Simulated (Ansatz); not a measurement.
Gas-phase electronic energies from Ansatz, PBE0-D4/def2-TZVP geometries. CCSD(T)/CBS adds triple-zeta CCSD(T) − MP2 to the extrapolated MP2 energy (def2 sets, frozen cores). This one scheme is used for every species. DFT in def2-TZVPP. B3LYP here is the variant with VWN-RPA as its local correlation; programs differ in this. Each species was taken in one conformer, which may not be the lowest.

`[SiH3]OB(S)S` + `FCC(F)Cl` → `F[C@@H]([SiH3])[C@@H](F)Cl` + `OB(S)S`  (formal exchange of groups at the Si–O bond)

`[SiH3]OB(S)S`:

Z-matrix (Å, degrees):
```
Si
O 1 1.653
H 1 1.481 2 107.6
H 1 1.484 2 110.5 3 -120.4
H 1 1.482 2 108.0 3 118.9
B 2 1.351 1 138.1 3 125.9
S 6 1.814 2 120.4 1 179.2
S 6 1.822 2 120.4 1 -0.9
H 7 1.343 6 95.5 2 0.1
H 8 1.342 6 96.3 2 180.0
```

`FCC(F)Cl`:

Z-matrix (Å, degrees):
```
C
C 1 1.507
F 1 1.374 2 109.0
H 1 1.093 2 109.7 3 119.4
H 1 1.092 2 109.8 3 -119.4
Cl 2 1.774 1 108.5 3 174.3
F 2 1.355 1 110.3 3 -65.7
H 2 1.091 1 112.4 3 55.5
```

`F[C@@H]([SiH3])[C@@H](F)Cl`:

```xyz
11

F     1.679   -0.681    0.337
C     0.305   -0.536    0.266
Si   -0.159    1.164    1.017
C    -0.178   -0.703   -1.150
F     0.238    0.331   -1.933
Cl    0.388   -2.221   -1.872
H    -0.152   -1.337    0.860
H     0.157    1.110    2.465
H     0.611    2.238    0.352
H    -1.619    1.367    0.828
H    -1.270   -0.733   -1.171
```

`OB(S)S`:

```xyz
7

O    -0.120    1.086   -0.951
B    -0.003    0.108   -0.018
S     0.197    0.533    1.742
S    -0.047   -1.626   -0.535
H    -0.088    1.981   -0.602
H     0.262   -0.723    2.207
H    -0.201   -1.360   -1.843
```

| level | ΔE (kJ/mol) | difference from CCSD(T)/CBS |
| --- | --- | --- |
| PBE-D4 | 101.3 | -16.9 |
| r2SCAN-D4 | 112.7 | -5.5 |
| PBE0-D4 | 109.0 | -9.2 |
| B3LYP-D4 | 119.0 | 0.8 |
| ωB97X-V | 113.8 | -4.4 |
| ωB97M-V | 112.8 | -5.4 |
| B2PLYP | 121.3 | 3.1 |
| PBE | 101.4 | -16.8 |
| r2SCAN | 112.7 | -5.5 |
| PBE0 | 108.9 | -9.3 |
| B3LYP | 119.1 | 0.9 |
| HF/def2-TZVPP | 141.8 | 23.6 |
| MP2/def2-TZVPP | 121.6 | 3.4 |
| SCS-MP2/def2-TZVPP | 125.0 | 6.8 |
| CCSD/def2-TZVPP | 121.0 | 2.8 |
| CCSD(T)/def2-TZVPP | 117.9 | -0.3 |
| HF/def2-QZVPP | 143.6 | 25.4 |
| MP2/def2-QZVPP | 122.3 | 4.1 |
| SCS-MP2/def2-QZVPP | 125.8 | 7.6 |
| HF/CBS(def2) | 143.9 | 25.7 |
| MP2/CBS(def2) | 121.8 | 3.6 |
| CCSD/CBS(def2) | 121.3 | 3.1 |
| CCSD(T)/CBS | 118.2 | 0 |

Largest T1 diagnostic among the species: 0.013.

In def2-TZVPP, CCSD(T) changes the Hartree–Fock value by −23.8 kJ/mol (the triples alone add −3.1 kJ/mol) and MP2 by −20.2 kJ/mol. From PBE to PBE0 (25 % exact exchange), in def2-TZVPP and without D4, ΔE moves by +7.5 kJ/mol.
